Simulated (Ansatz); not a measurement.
`[Cl][Hf]([Cl])([Cl])[Cl]` + HI → `[Cl][Hf]([Cl])([Cl])[I]` + HCl at 500 K and 1 bar (ligand exchange at the Hf–Cl bond).

Computed with Ansatz on PBE0-D4/def2-TZVP structures; ΔE is electronic, products minus reactants. CCSD(T)/CBS is the MP2 limit (def2-TZVPP, def2-QZVPP) plus CCSD(T) − MP2 in def2-TZVPP, frozen cores. This one scheme is used for every species. Elements past krypton have def2 core potentials. For Hf, I outer-core shells are correlated without core-valence functions, which leaves a few kJ/mol of doubt a bond.

```json
{"species": "`[Cl][Hf]([Cl])([Cl])[Cl]`", "CCSD(T)/CBS energy (Eh)": "-1887.32756", "H − E (kJ/mol)": "55.9", "S (J/(mol·K))": "427.9"}
{"species": "HI", "CCSD(T)/CBS energy (Eh)": "-298.03592", "H − E (kJ/mol)": "28.6", "S (J/(mol·K))": "221.6"}
{"species": "`[Cl][Hf]([Cl])([Cl])[I]`", "CCSD(T)/CBS energy (Eh)": "-1724.97910", "H − E (kJ/mol)": "55.6", "S (J/(mol·K))": "459.4"}
{"species": "HCl", "CCSD(T)/CBS energy (Eh)": "-460.38127", "H − E (kJ/mol)": "32.5", "S (J/(mol·K))": "201.9"}
```

H − E and S are ideal-gas, rigid-rotor, harmonic terms from PBE0-D4/def2-TZVP. 1 Eh = 2625.50 kJ/mol, R = 8.31446 J/(mol·K).

**Question.** By hand: ΔE, ΔH, ΔS and ΔG.

**Answer.** ΔE = (-1724.97910) + (-460.38127) − (-1887.32756) − (-298.03592) = 0.00311 Eh = 8.2 kJ/mol. Δ(H − E) = 55.6 + 32.5 − 55.9 − 28.6 = 3.6, so ΔH = 11.8 kJ/mol. ΔS = 459.4 + 201.9 − 427.9 − 221.6 = 11.8 J/(mol·K). ΔG = 11.8 − 500 × (11.8)/1000 = 5.9 kJ/mol.

**Question.** By hand: the equilibrium constant, and the temperature at which ΔG would vanish if ΔH and ΔS stayed fixed.

**Answer.** log₁₀ K = −ΔG/(RT ln 10) = -0.6. ΔG = 0 at ΔH/ΔS = 1000 K, though so small a ΔS makes that figure unsure.

TΔS isn't small against ΔH here. The sign of ΔG lies within the doubt. A doubt of 5 kJ/mol in ΔE shifts log₁₀ K by 0.5 here. These are equilibria of isolated gas molecules and say nothing of rates. Largest T1 diagnostic: 0.014 (customary marks: 0.02 for closed shells, 0.045 for open ones).
